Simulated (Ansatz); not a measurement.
Frontier orbitals of CH6AsNSi (`C[As]1N[SiH2]1`).

Z-matrix (Å, degrees):
```
C
As 1 1.985
H 1 1.090 2 112.3
H 1 1.091 2 108.7 3 -121.3
H 1 1.092 2 108.6 3 120.9
N 2 1.925 1 101.4 3 34.6
Si 2 2.301 1 96.4 3 -12.4
H 6 1.007 2 122.2 1 45.0
H 7 1.486 2 117.6 1 -9.3
H 7 1.482 2 125.5 1 -161.1
```

The species carries charge 0 and has multiplicity 1. Correlated methods include outer-core shells of As, which these sets cover unevenly. Scalar relativity is left out up to krypton. The structure was optimised at the PBE0-D4/def2-TZVP level. Basis def2-TZVPP, Ansatz.

Orbital energies of one run (eV). Highest occupied ones, from the top: -5.58, -6.83, -7.28, -8.50, -9.15, -10.52, -10.67, -11.17, -13.06, -15.03, -18.69, -22.57, -42.26, -42.27. Empty: -1.16, -0.86, 0.32, 0.49, 1.30, 1.51.

Problem. Which functional gave them?
A. LC-ωPBE
B. PBE0
C. r2SCAN0
D. B97M-V

Solution. D. HOMO energies: B97M-V -5.58, LC-ωPBE -8.86, r2SCAN0 -6.52, PBE0 -6.38 eV.

LC-ωPBE has ω = 0.4 bohr⁻¹.
